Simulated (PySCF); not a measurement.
**Ionising CsS**

PBE0; PySCF, scalar-relativistic core potentials, basis sets Cs def2-SVPD with ECP46, S def2-SVPD. Neutral (UKS): doublet (π ↑), Re = 3.142 Å, ωe = 192 cm⁻¹, De = 2.74 eV, HOMO -4.42 eV, LUMO -1.86 eV.

CsS⁺ (UKS): triplet (π ↑↑), Re = 3.775 Å, ωe = 75.0 cm⁻¹, De = 0.24 eV to Cs⁺ + S. The energies at the minima are -418.08409 hartree for CsS and -417.84887 for CsS⁺.

(1) Work out the adiabatic ionisation energy, without and with harmonic zero-point energies (1 hartree = 27.2114 eV, 1 eV = 8065.5 cm⁻¹), and the change of the bond length.

Weak bonds: CsS⁺. Basis-set superposition, not corrected here, can be much of De in a small basis, most of all at correlated wavefunction levels. These are scalar-relativistic numbers at best; spin–orbit coupling would shift them, the dissociation energy most. For an ion De counts to the pair picked by the measured ionisation energies or electron affinities, which need not be the lowest pair at this level. States were picked by a PBE0 search and need not be the measured ground states.

Results:

(1) At PBE0: 0.23522 hartree = 6.401 eV between the minima; the zero-point term (75.0 − 192.0)/2 cm⁻¹ = -0.007 eV makes it 6.393 eV. Re changes by +63.3 pm against the neutral. The electron leaves a π orbital, and the ion is left as a loose complex of an ion and an atom.
